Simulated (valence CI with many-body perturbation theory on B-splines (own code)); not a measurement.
**Assign the levels of In15+**

Calculated by configuration interaction combined with many-body perturbation theory (CI+MBPT): six valence electrons over a frozen Dirac-Fock core [Ar] 3d10, radial functions for each j: 9 s, 9 p, 8 d, 6 f, 3 g, 1 h, with the one-electron correlation potential Σ1, the two-electron term Σ2, the three-electron term Σ3, Breit, model QED; selected CI, second order for the rest, scaled by the run's own slope (own B-spline code, finite nucleus).

No measured spectrum was set against this ion. As an estimate, levels hold to about 250 cm⁻¹ or 0.2 % of their energy and the worst to 1 %, as in measured heavy ions of charge 2 to 7; those with d or f electrons hold less well. Among the levels kept, up to 1200 cm⁻¹ of a level comes from second order outside the variational space, and about a tenth of that is noise between levels of different J, which matters for small intervals.

```json
{"No.": "1", "J": "2", "Parity": "even", "E (eV)": "0.000", "g": "1.400"}
{"No.": "3", "J": "1", "Parity": "even", "E (eV)": "7.942", "g": "1.500"}
{"No.": "4", "J": "2", "Parity": "even", "E (eV)": "10.414", "g": "1.098"}
{"No.": "6", "J": "2", "Parity": "odd", "E (eV)": "48.768", "g": "1.499"}
{"No.": "13", "J": "1", "Parity": "odd", "E (eV)": "66.611", "g": "1.431"}
{"No.": "17", "J": "1", "Parity": "odd", "E (eV)": "72.542", "g": "0.641"}
```

Energies count from the lowest level. Strongly mixed levels and levels close to another of their J and parity, and those with J = 0 are left out, so the numbers can have gaps.

Task: Give configuration and LS term of each level.

Result: 1: 4s2.4p4 3P; 3: 4s2.4p4 3P; 4: 4s2.4p4 1D; 6: 4s.4p5 3P°; 13: 4s2.4p3.4d 5D°; 17: 4s2.4p3.4d 3D°.
